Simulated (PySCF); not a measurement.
C3H4BrF, SMILES C1[C@H]([C@@H]1Br)F. Coordinates come from a PBE0-D3(BJ)/def2-SVP optimisation.

Computed equilibrium geometry at PBE0-D3(BJ)/def2-SVP (PySCF confirms it by a frequency run) as bond lengths and angles:
Atoms: F1 C2 C3 C4 Br5 H6 H7 H8 H9. Bonds (Å): F1–C2 1.352, C2–C3 1.491, C2–C4 1.485, C2–H6 1.095, C3–C4 1.503, C3–H7 1.094, C3–H8 1.093, C4–Br5 1.907, C4–H9 1.092. Bond angles (°): F1–C2–C3 118.5, F1–C2–C4 117.6, F1–C2–H6 112.7, C3–C2–C4 60.7, C3–C2–H6 119.2, C4–C2–H6 118.9, C2–C3–C4 59.5, C2–C3–H7 117.5, C2–C3–H8 117.9, C4–C3–H7 116.1, C4–C3–H8 118.9, H7–C3–H8 115.5, C2–C4–C3 59.9, C2–C4–Br5 120.5, C2–C4–H9 116.8, C3–C4–Br5 120.9, C3–C4–H9 117.6, Br5–C4–H9 112.1.
Charge 0, spin multiplicity 1.
